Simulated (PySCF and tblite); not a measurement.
Values are calculated unless marked as measured or tabulated.
C5H5FO, numbered as in [O:1]=[CH:2]/[CH:3]=[CH:4]/[CH:5]=[CH:6]\[F:7].

The ensemble was built from 90 distance-geometry starts (ETKDG and KDG, MMFF94s, GFN2-xTB) and rests on GFN2-xTB geometries. Weights use PBE0-D3(BJ)/pcSseg-1 energies plus GFN2-xTB zero-point and thermal terms (modes under about 100 cm⁻¹ blended into free rotors). Symmetry numbers and mirror images are counted. Conformers within 2.5 kcal/mol (GFN2-xTB free energy) were kept, 5 at most. Run with PySCF (density fitting) and tblite.

Rotational constants are equilibrium values for the commonest isotopes; dipoles come from the energy level named.

Torsions listed: O1–C2–C3–C4, C3–C4–C5–C6.

| conformer | shape | symmetry |
| --- | --- | --- |
| 1 | 180°, 180° | Cs |
| 2 | 0°, 180° | Cs |
| 3 | 180°, -2° | Cs |
| 4 | 0°, 0° | Cs |

Task: Give the rotational constants and dipole components, as needed to look for these species in a jet-cooled rotational spectrum.

Result: 
| conformer | A (MHz) | B (MHz) | C (MHz) | abs μa (D) | abs μb (D) | abs μc (D) | κ | Ic−Ia−Ib (u Å²) |
| --- | --- | --- | --- | --- | --- | --- | --- | --- |
| 1 | 12180 | 944 | 876 | 4.02 | 1.09 | 0.00 | -0.99 | 0.0 |
| 2 | 7242 | 1170 | 1007 | 2.29 | 3.69 | 0.00 | -0.95 | 0.0 |
| 3 | 6540 | 1288 | 1076 | 4.06 | 2.91 | 0.01 | -0.92 | 0.0 |
| 4 | 7832 | 1283 | 1102 | 3.60 | 0.23 | 0.00 | -0.95 | 0.0 |

Task: Which type of transition is strongest for conformer 1?

Result: a-type, since that component is clearly the largest; the top is near-prolate.


Conformer gaps in pcSseg-1 on xTB geometries can be 2 kcal/mol off for S=O, P=O and other polar bonds.